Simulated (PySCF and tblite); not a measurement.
Values are calculated unless marked as measured or tabulated.
Molecule: C₆H₁₃N, numbered as in [CH3:1][CH:2]([CH3:3])/[CH:4]=[CH:5]/[CH2:6][NH2:7]; H are named by their carrier, a and b as at the first point (Å):

```
C1      -1.942   -0.893    1.032
C2      -1.379   -0.210   -0.217
C3      -2.290    0.940   -0.652
C4       0.003    0.302    0.065
C5       1.100   -0.106   -0.550
C6       2.478    0.402   -0.262
N7       3.397   -0.734   -0.041
H1a     -2.008   -0.183    1.854
H1b     -2.937   -1.285    0.834
H1c     -1.298   -1.715    1.336
H2      -1.327   -0.944   -1.027
H3a     -1.893    1.426   -1.540
H3b     -3.288    0.568   -0.877
H3c     -2.371    1.682    0.140
H4       0.062    1.066    0.831
H5       1.057   -0.873   -1.310
H6a      2.450    1.100    0.588
H6b      2.849    0.948   -1.138
H7a      3.056   -1.157    0.825
H7b      4.259   -0.294    0.285
```

The mean out-of-plane torsion at N7 (0° is planar) is held and the rest relaxed at GFN2-xTB. Energies: PBE0/pcSseg-1 + D3(BJ). Couplings: B3LYP/6-31G* with H pcJ-1 N pcJ-1, gas phase, for ¹H, ¹⁵N. Programs: tblite and PySCF.

(1) How do the most sensitive couplings change along the out-of-plane angle?

(2) Set ³J(H6a,H7b) against its H–C–N–H torsion.

Answers

(1) 
| out-of-plane angle ° | ¹J(N7,H7b) | ¹J(N7,H7a) | ²J(H7a,H7b) | ³J(H6a,H7b) | ³J(H6b,H7b) | ²J(N7,H6b) | ²J(N7,H6a) | ³J(H6b,H7a) | ²J(H6a,H6b) |
| --- | --- | --- | --- | --- | --- | --- | --- | --- | --- |
| -44 | -52.8 | -53.3 | -15.6 | 3.5 | 2.3 | -2.4 | 1.1 | 16.1 | -11.9 |
| -26 | -79.1 | -79.6 | -0.6 | -0.2 | 3.7 | -0.1 | 1.2 | 16.0 | -12.0 |
| 0 | -101.8 | -100.5 | 11.1 | 7.5 | 8.0 | 1.5 | -0.1 | 12.2 | -15.6 |
| 27 | -79.8 | -80.0 | -0.4 | 15.3 | 3.3 | -1.8 | -2.2 | 15.6 | -14.9 |
| 44 | -53.5 | -53.7 | -15.5 | 15.6 | 2.6 | -3.6 | -3.5 | 16.3 | -14.3 |
Values in Hz.

(2) -171°: 15.3 Hz, -136°: 7.5 Hz, -68°: -0.2 Hz, -49°: 3.5 Hz, 174°: 15.6 Hz.
